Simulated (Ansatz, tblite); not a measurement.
Isomers of Mg$_{3}$Zn⁺ (doublet), found by a short tight-binding search and relaxed with PBE/def2-TZVP in Ansatz.

The xTB rows come from tblite. LC-ωPBE has ω = 0.4 bohr⁻¹. HSE06 is defined as in plane-wave codes, on full-range PBE exchange. Correlated methods freeze 12 core orbitals; core or outer-core shells of Mg are correlated, in sets that lack core-valence functions.

Run but left out: HF/def2-TZVP (B: ⟨S²⟩ 1.06, where a pure state has 0.75); MP2/def2-TZVP (A: ⟨S²⟩ 1.04, where a pure state has 0.75).

A: At LC-ωPBE/def2-TZVP, CCSD(T)/def2-TZVP the charge 1 doublet is spin-contaminated (final ⟨S²⟩ up to 1.04, 0.75 for a pure state). B: At LC-ωPBE/def2-TZVP, CCSD(T)/def2-TZVP the charge 1 doublet is spin-contaminated (final ⟨S²⟩ up to 1.06, 0.75 for a pure state).

Other spin states were run for one of them alone.

A:

```xyz
4

Mg   -2.0888    0.6137    0.4116
Mg    1.9762   -0.4929    0.8716
Mg   -0.3544   -1.5930   -0.7064
Zn    0.4669    1.4722   -0.5768
```

B:

Cartesian coordinates in Å:
```
Mg 0.610 1.285 -0.862
Mg 1.000 -1.727 -1.669
Mg -1.201 1.570 1.692
Zn -0.409 -1.129 0.839
```

Task: Estimate which lies lowest at each level, and how far above it the others are (kcal/mol).

Result: 
| level | A | B |
| --- | --- | --- |
| GFN1-xTB | 0.0 | 2.2 |
| GFN2-xTB | 0.0 | 1.9 |
| PBE/def2-TZVP | 0.3 | 0.0 |
| r2SCAN/def2-TZVP | 0.4 | 0.0 |
| PBE0/def2-TZVP | 0.4 | 0.0 |
| HSE06/def2-TZVP | 0.5 | 0.0 |
| LC-ωPBE/def2-TZVP | 0.7 | 0.0 |
| CCSD/def2-TZVP | 0.6 | 0.0 |
| CCSD(T)/def2-TZVP | 0.1 | 0.0 |
Point groups (tolerance 0.1 Å): A Cs, B Cs. Lower isomers may exist.
